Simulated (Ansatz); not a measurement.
Loss of CH3Cl: Ga(CH3)Cl2 → GaCl + CH3Cl

Species: Ga(CH3)Cl2, singlet; GaCl, singlet; CH3Cl (chloromethane) `CCl`, singlet. 

Shapes, held fixed at every level: PBE0-D4/def2-TZVP. Programs: Ansatz 0.2.0. Electronic energies: no zero-point or thermal term.

| level | kind | ΔE (kJ/mol) | less CCSD(T)/def2-TZVPP |
| --- | --- | --- | --- |
| HF/def2-TZVPP | Hartree–Fock | +166.7 | -23.1 |
| PBE-D4/def2-TZVPP | GGA | +164.6 | -25.2 |
| B3LYP-D4/def2-TZVPP | global hybrid | +156.4 | -33.4 |
| wB97M-V/def2-TZVPP | range-separated hybrid | +171.9 | -17.9 |
| wB97X-V/def2-TZVPP | range-separated hybrid | +185.5 | -4.3 |
| MP2/def2-TZVPP | perturbation theory | +207.9 | +18.1 |
| CCSD/def2-TZVPP | coupled cluster or CI | +186.9 | -2.9 |
| CCSD(T)/def2-TZVPP | coupled cluster or CI | +189.8 | 0.0 |

The highest level, CCSD(T)/def2-TZVPP, gives ΔE = +189.8 kJ/mol; the levels span +156.4 to +207.9. The column of differences is taken from that level and isn't an error. No measured value is set beside it here. Relativity is left out for Ga unless named. Correlated rows may include outer-core shells of Ga, which these sets cover unevenly.
